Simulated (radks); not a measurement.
Pd3+, 43 electrons, occupied as [Kr] 4d7. All-electron calculation, non-relativistic Kohn-Sham, PBE, spin-unpolarised, spherical densities, point nucleus; relativity is left out, which matters for an element this heavy. Program: a radial shooting solver on a logarithmic mesh with Libxc functionals.

Unscreened Slater integrals over Kohn-Sham orbitals (eV). Empty in this configuration: 5s.

F0(4d,4d): 19.018
F2(4d,4d): 9.5715
F4(4d,4d): 6.2864
F0(4d,4p): 20.968
F2(4d,4p): 10.490
G1(4d,4p): 13.266
G3(4d,4p): 8.1400
F0(4d,4s): 21.510
G2(4d,4s): 9.9361
F0(4d,3d): 25.643
F2(4d,3d): 5.0271
F4(4d,3d): 2.2129
G0(4d,3d): 1.5829
G2(4d,3d): 1.8288
G4(4d,3d): 1.3903
F0(4d,5s): 11.979
G2(4d,5s): 1.8524
F0(4p,4p): 23.643
F2(4p,4p): 12.437
F0(4p,4s): 24.425
G1(4p,4s): 16.691
F0(4p,3d): 30.650
F2(4p,3d): 7.1669
G1(4p,3d): 2.2654
G3(4p,3d): 2.2065
F0(4p,5s): 12.362
G1(4p,5s): 0.90121
F0(4s,4s): 25.300
F0(4s,3d): 32.362
G2(4s,3d): 2.5125
F0(4s,5s): 12.459
G0(4s,5s): 0.61593
F0(3d,3d): 69.264
F2(3d,3d): 34.486
F4(3d,3d): 21.995
F0(3d,5s): 13.366
G2(3d,5s): 0.32610
F0(5s,5s): 9.9457

Derived for the open shells (J is the average intra-shell exchange parameter used in DFT+U). 4d: Racah B = F2/49 - 5 F4/441 = 0.1241 eV, C = 35 F4/441 = 0.4989 eV, C/B = 4.02, F4/F2 = 0.657, J = (F2 + F4)/14 = 1.133 eV.
